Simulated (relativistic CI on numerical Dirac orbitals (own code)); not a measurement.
Charge states of osmium

Calculated at this level of theory: Dirac-Coulomb-Breit CI, separate exchange-only KLI orbitals for each configuration, model QED, valence Slater integrals scaled by 0.9 (own radial code, finite nucleus).

Each species is treated in one configuration, given outside its closed core. Radial values are for the open shell of highest l, unscaled and averaged over j; ζ includes the Breit term. Labels give the leading LS character, summed over repeated terms.

| Ion | Configuration | Its lowest level | LS weight (%) | ⟨r⟩ (bohr) | ⟨r²⟩ (bohr²) | ζ (cm⁻¹) | g_J | g√(J(J+1)) |
| --- | --- | --- | --- | --- | --- | --- | --- | --- |
| Os | 4f¹⁴5d⁶6s² | ⁵D4 | 89 | 1.826 | 4.049 | 2873 | 1.470 | 6.57 |
| Os⁺ | 4f¹⁴5d⁶6s | ⁶D9/2 | 93 | 1.758 | 3.674 | 2946 | 1.540 | 7.66 |
| Os²⁺ | 4f¹⁴5d⁶ | ⁵D4 | 89 | 1.693 | 3.352 | 3059 | 1.472 | 6.58 |
| Os³⁺ | 4f¹⁴5d⁵ | ⁶S5/2 | 91 | 1.608 | 2.984 | 3449 | 1.964 | 5.81 |
| Os⁴⁺ | 4f¹⁴5d⁴ | ⁵D0 | 73 | 1.539 | 2.71 | 3854 |  | 0.00 |
| Os⁵⁺ | 4f¹⁴5d³ | ⁴F3/2 | 86 | 1.481 | 2.494 | 4270 | 0.466 | 0.90 |
| Os⁶⁺ | 4f¹⁴5d² | ³F2 | 89 | 1.431 | 2.318 | 4693 | 0.705 | 1.73 |
| Os⁷⁺ | 4f¹⁴5d | ²D3/2 | 100 | 1.387 | 2.17 | 5123 | 0.799 | 1.55 |
| Os⁸⁺ | 4f¹⁴ | ¹S0 | 100 |  |  |  |  | 0.00 |
| Os⁹⁺ | 4d¹⁰4f¹⁴5s²5p⁵ | ²P°3/2 | 100 | 1.081 | 1.308 | 76270 | 1.333 | 2.58 |
| Os¹⁰⁺ | 4d¹⁰4f¹⁴5s²5p⁴ | ³P2 | 74 | 1.065 | 1.269 | 79210 | 1.369 | 3.35 |
| Os¹¹⁺ | 4d¹⁰4f¹⁴5s²5p³ | J = 3/2 (mixed) | 42 | 1.05 | 1.232 | 82170 | 1.440 | 2.79 |
| Os¹²⁺ | 4d¹⁰4f¹⁴5s²5p² | ³P0 | 75 | 1.035 | 1.197 | 85170 |  | 0.00 |
| Os¹³⁺ | 4d¹⁰4f¹³5s²5p² | J = 7/2 (mixed) | 32 | 0.5214 | 0.3248 | 6253 | 1.147 | 4.55 |
| Os¹⁴⁺ | 4d¹⁰4f¹⁴5s² | ¹S0 | 100 |  |  |  |  | 0.00 |
| Os¹⁵⁺ | 4d¹⁰4f¹³5s² | ²F°7/2 | 100 | 0.5148 | 0.3151 | 6300 | 1.141 | 4.53 |
| Os¹⁶⁺ | 4d¹⁰4f¹²5s² | ³H6 | 98 | 0.5043 | 0.301 | 6565 | 1.162 | 7.53 |
| Os¹⁷⁺ | 4d¹⁰4f¹²5s | ⁴H13/2 | 99 | 0.5006 | 0.2958 | 6637 | 1.227 | 8.57 |
| Os¹⁸⁺ | 4d¹⁰4f¹² | ³H6 | 98 | 0.4966 | 0.2902 | 6710 | 1.162 | 7.53 |
| Os¹⁹⁺ | 4d¹⁰4f¹¹ | ⁴I°15/2 | 94 | 0.4873 | 0.2784 | 6986 | 1.189 | 9.50 |
| Os²⁰⁺ | 4d¹⁰4f¹⁰ | ⁵I8 | 83 | 0.4785 | 0.2675 | 7269 | 1.225 | 10.39 |
| Os²¹⁺ | 4d¹⁰4f⁹ | ⁶H°15/2 | 78 | 0.4702 | 0.2575 | 7559 | 1.297 | 10.35 |
| Os²²⁺ | 4d¹⁰4f⁸ | ⁷F6 | 79 | 0.4623 | 0.2482 | 7855 | 1.458 | 9.45 |
| Os²³⁺ | 4d¹⁰4f⁷ | ⁸S°7/2 | 82 | 0.4548 | 0.2396 | 8157 | 1.941 | 7.70 |

At low charge ζ of a weakly bound d or f electron comes out too small.
